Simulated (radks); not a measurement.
Effect of the nuclear size on the sulfur ion S+, [Ne] 3s2 3p3. Calculated with a radial shooting solver on a logarithmic mesh with Libxc functionals: Dirac Kohn-Sham, PBE, spin-unpolarised, spherical densities, finite nucleus; open shells fill j = l - 1/2 first; Fermi nuclear charge, rms radius 3.2611 fm. The rms radius is varied about that value; shifts are against it.

| rms radius (fm) | total energy shift (eV) | density at nucleus (e/bohr^3) | 1s1/2 shift (meV) | 2s1/2 shift (meV) |
|---|---|---|---|---|
| 2.7198 | -0.00310 | 2958 | -1.30 | -0.091 |
| 3.0817 | -0.00109 | 2951 | -0.456 | -0.032 |
| 3.2611 | 0 | 2949 | 0.000 | 0.000 |
| 3.447 | 0.00119 | 2946 | 0.499 | 0.035 |
| 4.0503 | 0.00551 | 2938 | 2.31 | 0.162 |

Slopes of the eigenvalues against <r^2> in GHz/fm^2, as finite differences over the two radii next to the reference (eigenvalue slopes, not the field-shift constants of lines): 1s1/2 96.9, 2s1/2 6.80.
